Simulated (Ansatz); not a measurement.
Compare A (`FB1NCO1`) with its isomer B (`OC1(F)BN1`).

Isolated molecules relaxed with PBE0-D4/def2-TZVP in Ansatz; ΔE leaves out vibrations. CCSD(T)/CBS is the MP2 limit (def2-TZVPP, def2-QZVPP) plus CCSD(T) − MP2 in def2-TZVPP, frozen cores. Functionals use def2-TZVPP. B3LYP here is the variant with VWN-RPA as its local correlation; programs differ in this. One conformer a species, not always the lowest.

Question: Which is lower in electronic energy at CCSD(T)/CBS, and by how much? (Estimate.)

Answer: The calculation gave: A, by 357.9 kJ/mol.

Question: Give E(B) − E(A) in kJ/mol with BLYP-D4, CCSD/def2-TZVPP, CCSD(T)/def2-SVP, CCSD(T)/def2-TZVPP, HF/def2-TZVPP, MP2/def2-TZVPP, B3LYP. (An estimate is asked.)

Answer: Computed: BLYP-D4 336.8, CCSD/def2-TZVPP 364.4, CCSD(T)/def2-SVP 359.5, CCSD(T)/def2-TZVPP 360.6, HF/def2-TZVPP 377.2, MP2/def2-TZVPP 366.2, B3LYP 347.2. None reverses the order clearly.

Question: Does the order hold for the free energy at 298.15 K (harmonic terms from PBE0-D4)? (Best estimate.)

Answer: The calculation gave: Yes: G(B) − G(A) = +345.3 kJ/mol, for one conformer each.

Largest T1 diagnostic: 0.013.

From r2SCAN to r2SCAN0 (25 % exact exchange), in def2-TZVPP and without D4, E(B) − E(A) moves by +7.7 kJ/mol. Leaving LDA and LC-ωPBE aside and taking each functional with its dispersion term where it has one, the values, not all of them listed here, spread over 30.1 kJ/mol, from revPBE-D4 to BHLYP-D4.
